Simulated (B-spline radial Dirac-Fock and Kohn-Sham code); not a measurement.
Z = 58 (cerium), transition energy 78.3 keV. The computed values come from a radial atomic solver: a Dirac-Hartree-Slater potential of the neutral atom with a Latter tail (no hole, which puts coefficients of high multipoles low close above an edge), finite nucleus with surface currents. Subshells that would emit electrons below 1 keV are left out.

**Question.** A pure transition shows α(K) = 2.05, L1/L2 = 12.5 and L1/L3 = 59.7. What is its multipolarity?
A. M4
B. M1
C. E1
D. M3
E. M2
F. E4
G. E3
H. E2

**Answer.** B. For comparison, α(K), L1/L2, L1/L3 are E1 0.403, 4.97, 3.66; E2 2.40, 0.247, 0.212; E3 11.0, 0.0258, 0.0243; E4 48.6, 0.0113, 0.0111; M2 22.6, 8.73, 4.61; M3 148, 6.04, 0.940; M4 886, 4.54, 0.406.
